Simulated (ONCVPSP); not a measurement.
# Configuration tests for chlorine (ONCV)

| Quantity | Value |
| --- | --- |
| Element | chlorine (Cl) |
| Generator | ONCVPSP 4.0.1 |
| Type | optimised norm-conserving Vanderbilt (ONCV) |
| Functional | LDA (Perdew-Wang 92) |
| Relativity | scalar-relativistic |
| Frozen core | [He] |
| Valence charge | 15 |
| Reference configuration | 2s2 2p6 3s2 3p4 (charge +1) |
| Partial waves | 2s+3s: rc 0.70 bohr, ncon 4, nbas 8, qcut 21.3 1/bohr, 2 projectors; 2p+3p: rc 0.65 bohr, ncon 4, nbas 7, qcut 22 1/bohr, 2 projectors |
| Local potential | polynomial inside 0.60 bohr (lpopt 5, dvloc0 6 Ha) |
| Core correction | Teter function, parameters optimised by the program |

Energies are relative to the spin-unpolarised reference configuration 2s2 2p6 3s2 3p4; without spin polarisation the order of configurations can differ from experiment.

Question: Give the all-electron excitation energy and the error of the potential for: 2s2 2p6 3s2 3p5; 2s2 2p6 3s2 3p3; 2s2 2p6 3s2 3p2; 2s2 2p6 3s2 3p4.5.

Answer:

| valence configuration | charge | ΔE all-electron (eV) | error AE − PS (meV) |
| --- | --- | --- | --- |
| 2s2 2p6 3s2 3p5 | 0 | -13.969 | -0.3 |
| 2s2 2p6 3s2 3p3 | +2 | 25.527 | +1.3 |
| 2s2 2p6 3s2 3p2 | +3 | 63.922 | +5.5 |
| 2s2 2p6 3s2 3p4.5 | +0.5 | -8.337 | -0.2 |

Levels in the configuration 2s2 2p6 3s2 3p2:

```csv
level,all-electron (eV),pseudo (eV)
2s,-296.560,-296.566
2p,-236.658,-236.579
3s,-58.846,-58.844
3p,-45.216,-45.206
```
